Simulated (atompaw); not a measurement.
# Logarithmic derivatives: Be, PAW (atompaw)

```
Element                 : beryllium
Generator               : atompaw 4.2.0.5
Type                    : PAW
Functional              : PBEsol
Relativity              : scalar-relativistic
Frozen core             : none
Valence charge          : 4
Reference configuration : 1s2 2s1 2p0 (charge +1)
Partial waves           : 1s (bound): rc 0.50 bohr; 2s (bound): rc 2.40 bohr; 2p (bound, empty): rc 2.40 bohr; 2p channel at 0.15 Ry: rc 2.40 bohr
Local potential         : vpsmatchnc scheme with l = 2 at 0 Ry, radius 1.80 bohr
Core correction         : none
Augmentation charge     : besselshape compensation charge, radius 2.25 bohr; PAW radius 2.40 bohr; waves and projectors: custom rrkj gramschmidtortho
```

The phase is arctan(r·u′/u) with u = r·R(r), unwrapped; energies in Ry, scanned from -11 to 5 Ry. A pole is an energy at which the radial function vanishes at the test radius. The pseudo phase is shifted by a multiple of π to meet the all-electron one at the reference energy, and phase errors are pseudo minus all-electron; the curves can meet again beyond the range given. Levels narrower than the energy grid can be missing from the lists of poles.

| channel | radius (bohr) | reference energy (Ry) | poles, all-electron | poles, pseudo | unbroken range about the reference energy with phases within 0.05 rad | phase error 1 Ry above the reference energy (rad) |
| --- | --- | --- | --- | --- | --- | --- |
| s | 2.41 | -1.00 | -8.58, 0.33 | -8.58, 0.27 | below 1.6 | -0.008 |
| p | 2.41 | -0.71 | 0.34 | 0.34 | below 2.2 | -0.000 |

Phases in the p channel:

```csv
E (Ry),all-electron,pseudo
-11.00,1.440,1.440
-10.52,1.437,1.437
-10.04,1.433,1.433
-9.56,1.429,1.430
-9.08,1.425,1.425
-8.60,1.421,1.421
-8.12,1.416,1.416
-7.64,1.410,1.410
-7.16,1.404,1.404
-6.68,1.397,1.397
-6.20,1.389,1.389
-5.72,1.380,1.380
-5.24,1.369,1.370
-4.76,1.357,1.357
-4.28,1.341,1.341
-3.80,1.322,1.322
-3.32,1.297,1.297
-2.84,1.262,1.262
-2.36,1.210,1.210
-1.88,1.119,1.119
-1.40,0.916,0.916
-0.92,0.199,0.199
-0.44,-1.071,-1.072
0.04,-1.462,-1.462
0.52,-1.618,-1.619
1.00,-1.728,-1.728
1.48,-1.846,-1.849
1.96,-2.037,-2.054
2.44,-2.514,-2.631
2.92,-3.629,-3.857
3.40,-4.239,-4.355
3.88,-4.452,-4.532
4.36,-4.556,-4.625
4.84,-4.619,-4.688
```
